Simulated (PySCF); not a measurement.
## Si: excitation energy

Si [Ne] 3s2 3p2 (3P) → Si [Ne] 3s2 3p1 4s1 (3P), as a difference of total energies. Computed with PySCF 2.14 in aug-cc-pV(Q+d)Z with one added diffuse shell each of s, p, d, f, g type (8s7p6d4f3g, 114 functions), with no relativity, point nucleus. Correlated levels: valence: [Ne] frozen. The calculations carry no spin-orbit coupling.

```csv
method,excitation energy (cm⁻¹)
UHF,37514
LDA,39101
PBE,39146
PBE0,39754
r2SCAN,41418
r2SCANh,41323
M06,38499
wB97M-V,38196
MP2 (valence),39662
SCS-MP2 (valence),39303
```

The promoted electron is Rydberg-like, and one or two diffuse shells describe it only roughly, which tends to raise the upper state.
